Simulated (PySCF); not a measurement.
C₅H₁₂Si, SMILES C[Si@@H]1[C@@H](C)CC1.

Geometry: PBE0-D3(BJ)/def2-SVP. The structure was generated by enumeration; whether it is a known compound was not checked.

Calculation: PBE0/def2-TZVP in PySCF.

Isolated molecule, no solvent.

### Question
Estimate the frontier levels, gap, dipole moment. (Estimate from the structure and the level; the computed values follow.)

### Answer

The highest occupied level is -7.31 eV, the lowest empty level is 0.89 eV and the orbital gap comes out as 8.20 eV. The dipole moment comes out as 0.72 D and the quadrupole, principal values (traceless, Buckingham form, about the centre of nuclear charge) is -0.69, -0.32, 1.01 D·Å.
